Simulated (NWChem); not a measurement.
Isomers of CH₅F₂NSi, each optimised at PBE0/def2-SVP with NWChem, gas phase unless a solvent is named. Flexible species stand in one conformer each, which need not be the lowest.  Relative energies count from the lowest isomer at each level and are electronic, without zero-point energy, on those geometries. Shieldings are non-relativistic GIAO values without spin-orbit effects.

A: CN[SiH](F)F
B: N[SiH2]C(F)F
C: NC[SiH](F)F
D: N[Si@@H](F)CF

```
quantity                                                       A      B      C      D
---------------------------------------------------------  -----  -----  -----  -----
relative energy, PBE/def2-SVP (kcal/mol)                     0.0   81.1   17.1   39.4
relative energy, B3LYP/def2-SVP (kcal/mol)                   0.0   85.0   19.4   41.2
dipole (D), PBE0/def2-SVP                                   2.80   2.80   1.64   1.62
highest harmonic frequency (cm⁻¹), PBE0/def2-SVP            3639   3714   3630   3732
29Si shift against tetramethylsilane, PBE0/pcSseg-1 (ppm)  -38.9  -39.8  -10.7  -17.0
```
